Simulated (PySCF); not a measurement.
## BP86 on Xe⁺ (xenon, charge +1)

Configuration: [Kr] 4d10 5s2 5p5, 2P determinant. Calculation: PySCF 2.14, in x2c-TZVPall (8s6p4d2f, 60 functions); scalar relativity by spin-free X2C-1e.

```json
{
 "Total energy": "-7446.81 hartree",
 "One-electron energy": "-10176.85 hartree",
 "Hartree (Coulomb) energy": "2919.44 hartree",
 "Exchange-correlation energy": "-189.40 hartree",
 "⟨S²⟩": "0.7518",
 "⟨L²⟩": "2.016",
 "Sum of ⟨r⟩": "35.56 bohr",
 "Sum of ⟨r²⟩": "51.29 bohr²",
 "Traceless quadrupole moment −½Σ⟨3z² − r²⟩ along its main axis": "1.99 e·bohr²",
 "Langevin diamagnetic susceptibility": "-40.6 ×10⁻⁶ cm³/mol",
 "Time after the integrals": "0.93 s of wall time on 1 thread of Neoverse-V2 (shared host)"
}
```

```csv
shell,electrons,mean orbital energy (hartree),spread (hartree),"rms radius, mean of both spins (bohr)"
1s α,1,-1261.22300,0,0.0305
1s β,1,-1261.22158,0,0.0305
2s α,1,-196.65367,0,0.124
2s β,1,-196.65306,0,0.124
2p α,3,-176.67170,0.00470,0.111
2p β,3,-176.67055,0.00278,0.111
3s α,1,-40.54429,0,0.327
3s β,1,-40.54307,0,0.327
3p α,3,-34.07397,0.01030,0.327
3p β,3,-34.07258,0.00805,0.327
3d α,5,-24.39406,0.00924,0.305
3d β,5,-24.39276,0.00719,0.305
4s α,1,-7.62249,0,0.762
4s β,1,-7.61950,0,0.762
4p α,3,-5.56896,0.02285,0.816
4p β,3,-5.56581,0.01768,0.816
4d α,5,-2.55772,0.02542,0.946
4d β,5,-2.55296,0.01752,0.946
5s α,1,-1.08721,0,1.94
5s β,1,-1.05953,0,1.94
5p α,3,-0.64345,0.04476,2.36
5p β,2,-0.61643,0,2.36
```

Densities and radii are taken from the X2C orbitals without a picture-change correction, which distorts them close to the nucleus.
